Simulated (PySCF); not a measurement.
Al(F)(H)(SiH3) (AlFH4Si), SMILES [F][AlH][SiH3].

Coordinates come from a B3LYP-D3(BJ)/def2-TZVP optimisation.

These are PySCF 2.14.0 with TDA-LC-ωPBE/def2-SVPD values and carry that method's errors.

Vertical excitations. Gas-phase values at a fixed geometry.

Computed lowest excited states:
| state | energy (eV) | λ (nm) | f | main pairs |
|---|---|---|---|---|
| S1 | 5.07 | 245 | 0.013 | HOMO→LUMO 96 % |
| S2 | 6.86 | 181 | 0.034 | HOMO→LUMO+2 71 %, HOMO→LUMO+1 13 % |
| S3 | 7.45 | 166 | 0.381 | HOMO→LUMO+1 58 %, HOMO→LUMO+2 18 %, HOMO→LUMO+3 13 % |
| S4 | 7.80 | 159 | 0.059 | HOMO−1→LUMO 60 %, HOMO−3→LUMO 29 % |
| S5 | 8.08 | 153 | 0.035 | HOMO→LUMO+3 31 %, HOMO→LUMO+4 23 %, HOMO−2→LUMO 22 %, HOMO→LUMO+1 14 % |
| S6 | 8.13 | 153 | 0.086 | HOMO−3→LUMO 54 %, HOMO−1→LUMO 29 % |
| S7 | 8.42 | 147 | 0.034 | HOMO−2→LUMO 41 %, HOMO→LUMO+4 37 % |
| S8 | 8.43 | 147 | 0.009 | HOMO→LUMO+5 76 % |
| S9 | 8.54 | 145 | 0.640 | HOMO→LUMO+3 34 %, HOMO−2→LUMO 22 %, HOMO→LUMO+4 12 % |
| S10 | 9.08 | 137 | 0.000 | HOMO−5→LUMO 80 % |
| T1 | 4.16 | 298 | 0 | HOMO→LUMO 95 % |
| T2 | 5.76 | 215 | 0 | HOMO→LUMO+2 80 % |
| T3 | 6.23 | 199 | 0 | HOMO→LUMO+3 41 %, HOMO→LUMO+1 38 % |
| T4 | 6.46 | 192 | 0 | HOMO−3→LUMO 72 % |
Triplets are in the Tamm–Dancoff approximation.
